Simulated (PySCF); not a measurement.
Sb(Br)(OH)2 (BrH2O2Sb), SMILES [Sb]([Br])([OH])[OH]. Geometry: PBE-D3(BJ)/def2-SVP. The structure was generated by enumeration; whether it is a known compound was not checked. The def2 effective core potentials stand for the cores of Sb; spin–orbit coupling is left out. Other conformers were not sampled.

Computed equilibrium geometry at PBE-D3(BJ)/def2-SVP (PySCF confirms it by a frequency run) as Cartesian coordinates in Å (one conformer of several):
```xyz
6

Sb     0.3385     0.4591     0.6571
Br    -0.9091    -1.3084    -0.7572
O     -0.4370     1.9937    -0.3785
H     -1.0476     1.6268    -1.0518
O      2.1321     0.4899    -0.2262
H      2.0384     0.8833    -1.1198
```
Charge 0, spin multiplicity 1.
